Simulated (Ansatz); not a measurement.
```yaml
crystal:
  periodic: [false, false, false]
  atoms:
    - {symbol: O, position_ang: [1.238297, -1.093732, -3.721736]}
    - {symbol: C, position_ang: [0.563853, -0.555164, -2.984699]}
    - {symbol: Ru, position_ang: [-0.576245, 0.356746, -1.709081]}
    - {symbol: C, position_ang: [-2.042040, -0.683159, -2.272547]}
    - {symbol: O, position_ang: [-2.966074, -1.175902, -2.739016]}
    - {symbol: C, position_ang: [-0.098190, 2.014102, -2.466952]}
    - {symbol: O, position_ang: [0.041532, 2.996629, -3.040603]}
    - {symbol: C, position_ang: [-1.719437, 1.268858, -0.458448]}
    - {symbol: O, position_ang: [-2.393415, 1.807300, 0.283908]}
    - {symbol: O, position_ang: [0.852608, -0.543048, 0.025612]}
    - {symbol: C, position_ang: [0.315236, -1.537786, 0.897167]}
    - {symbol: C, position_ang: [-0.206433, -0.768650, 2.105140]}
    - {symbol: C, position_ang: [0.651783, 0.512515, 2.117989]}
    - {symbol: C, position_ang: [1.540775, 0.366381, 0.884918]}
    - {symbol: H, position_ang: [-0.444380, -2.089033, 0.346493]}
    - {symbol: H, position_ang: [1.123796, -2.223372, 1.181372]}
    - {symbol: H, position_ang: [-1.262334, -0.525844, 1.980418]}
    - {symbol: H, position_ang: [-0.108073, -1.350060, 3.022336]}
    - {symbol: H, position_ang: [1.248524, 0.606321, 3.025817]}
    - {symbol: H, position_ang: [0.023837, 1.400831, 2.044733]}
    - {symbol: H, position_ang: [2.511811, -0.072597, 1.146070]}
    - {symbol: H, position_ang: [1.704550, 1.288666, 0.331100]}
basis:
  gaussian: {orbitals: def2-TZVPP}
hamiltonian: {xc: {name: r2SCAN0}}
output: {forces: true}
```

```sh
$ ansatz run in.yaml --threads 10 --pin off --events-out ev --progress --plain --max-ram 110592MiB --backend cuda --devices 0, --max-vram 75GiB
```

Shortened log:

```
Functional definition: r2SCAN0
3048 factors; their error is unknown
mean field evaluation 1: about -21227.6485 eV, gradient 8.4e1 eV
mean field evaluation 2: about -21207.1068 eV, gradient 1.3e2 eV
mean field evaluation 4: about -21240.5419 eV, gradient 1.7e1 eV
mean field evaluation 8: about -21241.0389 eV, gradient 2.5e-1 eV
mean field evaluation 16: about -21241.0790 eV, gradient 8.8e-3 eV
mean field -21241.07898852 eV, -780.5952551078 hartree, gradient 4.0e-5 eV, S^2 0.000000; 0 other end points of the search recorded, 0 dependent functions left out
reference -21241.07900372 eV, -780.5952556661 hartree; 56, 56 occupied and 515, 515 virtual orbitals, 3048 factors
Total energy: -21241.07900372 eV, -780.5952556661 hartree
Atom 0 at     1.238297    -1.093732    -3.721736 Å, force    -0.385247     0.307917     0.417317 eV/Å
Atom 1 at     0.563853    -0.555164    -2.984699 Å, force     0.355324    -0.284101    -0.377158 eV/Å
Atom 2 at    -0.576245     0.356746    -1.709081 Å, force    -0.066607     0.043418    -0.083905 eV/Å
Atom 3 at    -2.042040    -0.683159    -2.272547 Å, force    -0.382446    -0.211501    -0.186857 eV/Å
Atom 4 at    -2.966074    -1.175902    -2.739016 Å, force     0.474842     0.261288     0.233096 eV/Å
Atom 5 at    -0.098190     2.014102    -2.466952 Å, force     0.065910     0.411124    -0.232873 eV/Å
Atom 6 at     0.041532     2.996629    -3.040603 Å, force    -0.080230    -0.509327     0.290091 eV/Å
Atom 7 at    -1.719437     1.268858    -0.458448 Å, force    -0.318663     0.256934     0.379609 eV/Å
Atom 8 at    -2.393415     1.807300     0.283908 Å, force     0.366578    -0.294174    -0.413000 eV/Å
Atom 9 at     0.852608    -0.543048     0.025612 Å, force    -0.043416     0.026718     0.092531 eV/Å
Atom 10 at     0.315236    -1.537786     0.897167 Å, force     0.017597    -0.128395    -0.025003 eV/Å
Atom 11 at    -0.206433    -0.768650     2.105140 Å, force    -0.091267    -0.041647     0.069926 eV/Å
Atom 12 at     0.651783     0.512515     2.117989 Å, force     0.003467     0.097430     0.076306 eV/Å
Atom 13 at     1.540775     0.366381     0.884918 Å, force     0.125845     0.039733    -0.029999 eV/Å
Atom 14 at    -0.444380    -2.089033     0.346493 Å, force     0.125597     0.094250     0.088068 eV/Å
Atom 15 at     1.123796    -2.223372     1.181372 Å, force    -0.122441     0.125646    -0.050420 eV/Å
Atom 16 at    -1.262334    -0.525844     1.980418 Å, force     0.167592    -0.033919     0.011709 eV/Å
Atom 17 at    -0.108073    -1.350060     3.022336 Å, force    -0.015370     0.093187    -0.153280 eV/Å
Atom 18 at     1.248524     0.606321     3.025817 Å, force    -0.095188    -0.016302    -0.151926 eV/Å
Atom 19 at     0.023837     1.400831     2.044733 Å, force     0.096966    -0.142446     0.005395 eV/Å
Atom 20 at     2.511811    -0.072597     1.146070 Å, force    -0.167714     0.057752    -0.047357 eV/Å
Atom 21 at     1.704550     1.288666     0.331100 Å, force    -0.031127    -0.153587     0.087730 eV/Å
Dipole moment:     0.498663    -0.313861     1.005554 e Å
```

Run time 3.1 s (10 threads of an AMD EPYC 7R13 on a shared host and a whole NVIDIA H100 80 GB); peak host memory 1.4 GiB.
